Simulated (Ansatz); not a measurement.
One change: `F[SiH]([SiH3])OC=S` becomes `F[SiH]([SiH3])O[SiH3]`.

Ansatz, PBE0-D4/def2-TZVP geometries, multiplicity 1. Each molecule was computed in one conformer, which needn't be the lowest.

| property | `F[SiH]([SiH3])OC=S` |
| --- | --- |
| LUMO energy (ωB97M-V/def2-TZVPP) / eV | 0.19 |
| LUMO energy (B3LYP/def2-TZVPP) / eV | -2.16 |
| size of the dipole moment (ωB97M-V/def2-TZVPP) / D | 3.26 |
| HOMO energy (PBE0/def2-TZVPP) / eV | -6.88 |
| HOMO–LUMO gap (PBE/def2-TZVPP) / eV | 2.78 |
| ideal-gas entropy at 298 K and 1 bar (rigid rotor, harmonic PBE0-D4/def2-TZVP) / J/(mol·K) | 408 |

**Question.** Give the same properties after the change, and the shifts. (Estimate.)

**Answer.** The calculation gave: 
```json
{"property": "LUMO energy (ωB97M-V/def2-TZVPP) / eV", "`F[SiH]([SiH3])O[SiH3]`": "1.28", "shift": "1.09"}
{"property": "LUMO energy (B3LYP/def2-TZVPP) / eV", "`F[SiH]([SiH3])O[SiH3]`": "-0.63", "shift": "1.53"}
{"property": "size of the dipole moment (ωB97M-V/def2-TZVPP) / D", "`F[SiH]([SiH3])O[SiH3]`": "1.21", "shift": "-2.05"}
{"property": "HOMO energy (PBE0/def2-TZVPP) / eV", "`F[SiH]([SiH3])O[SiH3]`": "-8.12", "shift": "-1.24"}
{"property": "HOMO–LUMO gap (PBE/def2-TZVPP) / eV", "`F[SiH]([SiH3])O[SiH3]`": "5.59", "shift": "2.81"}
{"property": "ideal-gas entropy at 298 K and 1 bar (rigid rotor, harmonic PBE0-D4/def2-TZVP) / J/(mol·K)", "`F[SiH]([SiH3])O[SiH3]`": "411", "shift": "3"}
```

With PBE0 the HOMO falls by 1.24 eV and the LUMO rises by 1.51 eV, so the gap widens by about 2.75 eV. PBE moves the HOMO by -1.23 eV and ωB97M-V by -1.12 eV. The zero-point energy changes by 22.3 kJ/mol with +3 modes. Dipoles are sizes alone; their direction can turn. Modes under 60 cm⁻¹, often nearly free rotors, make the harmonic entropy too high.

B3LYP here is the variant with VWN-RPA as its local correlation; programs differ in this.
